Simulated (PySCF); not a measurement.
## One molecule, many functionals

Species: BrH3Si.
Atom-mapped SMILES: `[SiH3:1][Br:2]` (hydrogens: H3, H4, H5 on Si1)

Linear-response calculations in the def2-SVPD basis (PySCF; singlets by full response, triplets Tamm–Dancoff, core orbitals frozen in the response; HF means time-dependent Hartree–Fock). 'Strongest' is the level of largest summed f among the singlets computed (10 roots, of which the last may lack a degenerate partner); it can jump between rows when another state enters that window. S1 is the lowest singlet of each run and needn't be the same state throughout; f(S1) is that of one state. Geometry: PBE0-D3(BJ)/def2-SVP; no solvent, vibrations or thermal averaging. Relativistic effects, spin–orbit coupling among them, are left out although an element past zinc is present.

| functional | kind | S1 (eV) | f(S1) | strongest (eV) | T1 (eV) | HOMO (eV) | gap (eV) | ionisation energy, ΔSCF (eV) |
| --- | --- | --- | --- | --- | --- | --- | --- | --- |
| LDA | LDA | 5.87 | 0.015 | 5.87 | 5.55 | -7.31 | 5.69 | 10.75 |
| PBE | GGA | 5.98 | 0.016 | 5.98 | 5.62 | -7.23 | 5.82 | 10.63 |
| B3LYP | global hybrid, 20% exact exchange | 6.34 | 0.018 | 6.34 | 5.96 | -8.23 | 7.44 | not settled |
| PBE0 | global hybrid, 25% exact exchange | 6.50 | 0.017 | 6.50 | 6.08 | -8.50 | 7.93 | 10.89 |
| BHandHLYP | global hybrid, 50% exact exchange | 6.90 | 0.020 | 6.90 | 6.46 | -9.61 | 9.86 | 10.94 |
| CAM-B3LYP | range-separated hybrid | 6.65 | 0.020 | 6.65 | 6.23 | -9.79 | 10.16 | 11.00 |
| wB97X-D | range-separated hybrid | 6.75 | 0.020 | 6.75 | 6.36 | -10.36 | 11.50 | 10.98 |
| LC-wPBE | range-separated hybrid | 7.05 | 0.018 | 7.05 | 6.55 | -11.20 | 12.68 | 11.11 |
| HF | Hartree–Fock | 7.74 | 0.026 | 9.69 | 7.14 | -11.43 | 13.52 | not settled |

S1 runs from 5.87 eV (LDA) to 7.74 eV (HF), a spread of 1.87 eV, while the orbital gap spreads over 7.8 eV. Along PBE (0%), B3LYP (20%), PBE0 (25%), BHandHLYP (50%), HF (100%) S1 rises with the share of exact exchange. −ε(HOMO) comes closest to its own ΔSCF ionisation energy with LC-wPBE (+0.10 eV) and misses most with LDA (-3.44 eV). 'Not settled' means that the ion's SCF failed to converge or may have ended in another state than the lowest.
